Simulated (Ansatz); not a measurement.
Basis-set series for C3H4ClI (`C/C(Cl)=C\I`). The species carries charge 0 and has multiplicity 1. I takes the def2 core potential. The geometry is a stationary point of PBE0-D4/def2-TZVP.

```xyz
9

C    -0.650    0.866    0.437
C     0.283    0.106   -0.428
Cl    0.933    1.034   -1.749
C     0.678   -1.156   -0.331
I     0.050   -2.464    1.147
H    -1.027    0.240    1.245
H    -0.143    1.734    0.865
H    -1.493    1.236   -0.152
H     1.370   -1.597   -1.033
```

```csv
functional,basis,functions,energy (Eh),HOMO (eV),LUMO (eV)
PBE0-D4,def2-SVP,106,-874.10054,-6.81,-0.70
PBE0-D4,def2-QZVPP,443,-874.42023,-6.91,-0.98
ωB97M-V,def2-SVP,106,-874.27263,-8.86,1.45
ωB97M-V,def2-QZVPP,443,-874.59669,-8.99,0.93
```

**Question.** Give the rows for def2-TZVPP. (An estimate is asked.)

**Answer.** The calculation gave: 
```tsv
functional	basis	functions	energy (Eh)	HOMO (eV)	LUMO (eV)
PBE0-D4	def2-TZVPP	241	-874.39911	-6.89	-0.91
ωB97M-V	def2-TZVPP	241	-874.57642	-8.97	1.10
```

Positive LUMOs are unbound and depend on the basis.

Program: Ansatz 0.2.0.
